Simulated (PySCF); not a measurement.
Isomers of C5H6ClFO, one conformer each; single-point electronic energies without zero-point terms and without any empirical dispersion term.

Computed with PySCF at PBE0/pcSseg-1, non-relativistic, each on one gas-phase PBE0-D3(BJ)/def2-SVP geometry that isn't relaxed in the solvent. The solvent is an IEF-PCM continuum (van der Waals radii × 1.2). Only the electrostatic response of the medium enters.

```csv
isomer,"relative energy, gas (kJ/mol)",dipole (D)
`C/C(F)=C(/C)C(=O)Cl`,0.0,2.53
`CC/C=C(/F)C(=O)Cl`,41.4,3.19
```

Question: How do the relative energies look in chloroform (ε = 4.711)?

Answer: 
```json
{"isomer": "`C/C(F)=C(/C)C(=O)Cl`", "relative energy, solvent (kJ/mol)": "0.0", "E(solvent) − E(gas) (kJ/mol)": "-11.9", "dipole in solvent (D)": "3.04"}
{"isomer": "`CC/C=C(/F)C(=O)Cl`", "relative energy, solvent (kJ/mol)": "41.7", "E(solvent) − E(gas) (kJ/mol)": "-11.7", "dipole in solvent (D)": "3.90"}
```

The order is unchanged. Conformers: `[CH3:1]/[C:2]([F:3])=[C:4](/[CH3:5])[C:6](=[O:7])[Cl:8]` with C2–C4–C6–O7 1°; `[CH3:1][CH2:2]/[CH:3]=[C:4](/[F:5])[C:6](=[O:7])[Cl:8]` with C1–C2–C3–C4 -124°, C3–C4–C6–O7 0°. `C/C(F)=C(/C)C(=O)Cl` gains most from the continuum, while `CC/C=C(/F)C(=O)Cl` has the largest gas-phase dipole. The gains span 0.2 kJ/mol, the gas-phase energies 41.4 kJ/mol.
